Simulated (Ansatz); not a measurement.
Input file for Ansatz (a quantum-chemistry and plane-wave program): R-PBE/def2-TZVPPD on H2N2S (a complex), monomers drawn apart or pushed together. Files ending in .json are basis or fitting sets from the Basis Set Exchange.

Ansatz 0.2 input:
```yaml
crystal:
  periodic: [false, false, false]
  atoms:
    - {symbol: N, position_ang: [0.40772971, -0.85728750, -0.59430610]}
    - {symbol: N, position_ang: [0.18693513, 0.07186987, -0.06743402]}
    - {symbol: S, position_ang: [-0.53773485, 0.67544427, 4.73479731]}
    - {symbol: H, position_ang: [-0.58578557, 1.27622213, 3.53556182]}
    - {symbol: H, position_ang: [0.78803387, 0.85938184, 4.83975596]}
basis:
  gaussian:
    orbitals: def2-TZVPPD.json
hamiltonian:
  xc: {name: PBE}
scf: {lower_state_search: off}
```

Problem. What total energy does the run end on?

Solution. -508.6819 hartree.
